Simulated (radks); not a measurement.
Excited configurations of Nb21+: one electron is placed in a higher orbital outside [Ar] 3d1. The ground configuration is [Ar] 3d2. Calculated with a radial shooting solver on a logarithmic mesh with Libxc functionals: scalar-relativistic Kohn-Sham, PBE, spin-polarised, spherical densities, finite nucleus; open shells are filled with parallel spins first (spin-orbit coupling, left out, can overturn this in heavy ions); Fermi nuclear charge, rms radius 4.324 fm. Excitation = E - E(ground); binding = E(ion) - E, where the ion is the core of charge +22; n* = 22/sqrt(2 binding) in atomic units. These energies are relativistic, and a one-electron ion of charge +22 with no core already has n* below n in this formula (scalar-relativistic equation, point nucleus: 4s 3.989, 4p 3.994, 5d 4.997, 6s 5.989, 6p 5.993, 6f 5.998, 7p 6.993, 7d 6.996, 7f 6.998). The quantum defect is therefore taken as that value minus n*, so that it holds no relativistic shift of the bare ion.

outer orbital,excitation (eV),binding (eV),quantum defect,<r> (bohr)
4s,372.39,565.43,0.577,0.8049
4p,407.38,530.44,0.470,0.8152
5d,639.45,298.37,0.299,1.382
6s,712.54,225.29,0.582,2.007
6p,721.75,216.07,0.472,2.049
6f,745.38,192.44,0.148,2.068
7p,782.65,155.17,0.478,2.868
7d,790.46,147.36,0.311,2.930
7f,796.85,140.97,0.163,2.926

The Delta-SCF ionisation energy is 937.82 eV (NIST Atomic Spectra Database: 940 eV, theoretical). Self-interaction in the functional shifts the binding energies and quantum defects, so they are the method's values and not measured ones. Open shells are spherical and high-spin; term and fine-structure splittings are not resolved.
